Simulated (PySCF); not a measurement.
Problem. What does the PBE0-D3(BJ)/def2-SVP structure of InChI=1S/FGeH4P/c1-2-3/h2-3H2 look like in three dimensions?

Solution. 
```xyz
7
FGeH4P angstrom
F     -1.4531    1.5632   -0.1605
Ge    -0.6636    0.0107   -0.0253
P      1.5567    0.4318    0.4833
H     -0.9078   -0.6914   -1.3732
H     -1.3457   -0.7271    1.1402
H      1.8402   -0.9719    0.4943
H      1.9338    0.5772   -0.8873
```

Any rigid rotation of these coordinates is as good. Atoms count from 1 in this order. Ge2 (germanium bonded to F, P and 2 H) is distorted tetrahedral (angles from 105.4° to 115.3°). P3 (three-coordinate phosphorus) is pyramidal (angles 93.5°, 93.1° and 90.8°, sum 277.4°, 0.89 Å off the plane of its three neighbours).

Bonds between heavy atoms (Å): F1–Ge2 1.747, Ge2–P3 2.316.

Computed with PBE0-D3(BJ)/def2-SVP geometry optimisation, gas phase in PySCF 2.14.0.

No PBE0-D3(BJ)/def2-SVP frequencies stand behind this structure, so it isn't proved a minimum. One conformer, not necessarily the lowest (F1–Ge2–P3–H -179° and -86°).
